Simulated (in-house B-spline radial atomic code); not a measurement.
Configurations of P VII (P6+), with energies counted from [He] 2s2 2p5. Method: non-relativistic r2SCAN0, spin-polarised, spherical fractional occupations, point nucleus. Calculated with a radial B-spline atomic code at the basis-set limit. Shells without spins written out take the highest spin.

Caution: exact exchange at fractional occupations of open shells leaves self-interaction of up to several eV.

```
                                          configuration  E - E(ref) (eV)  highest orbital  its <r> (bohr)
                                       [He] 2s2 2p4 3s1           157.44            3s up           1.358
                                       [He] 2s2 2p4 3p1           171.18            3p up           1.403
[He] 2s(1 up, 0 down) 2p(2 up, 3 down) 3p(0 up, 1 down)           225.97          3p down           1.412
[He] 2s(0 up, 1 down) 2p(2 up, 3 down) 3d(0 up, 1 down)           235.86          3d down           1.385
```

Task: Order these further configurations by energy, lowest first.
A. [He] 2s2 2p(3 up, 1 down) 3p(0 up, 1 down)
B. [He] 2s2 2p4 3d1
C. [He] 2s1 2p5 3p1
D. [He] 2s(0 up, 1 down) 2p6
E. [He] 2s1 2p5 3s1

Result: D (46.862 eV), A (172.66 eV), B (187.93 eV), E (205.59 eV), C (219.44 eV).
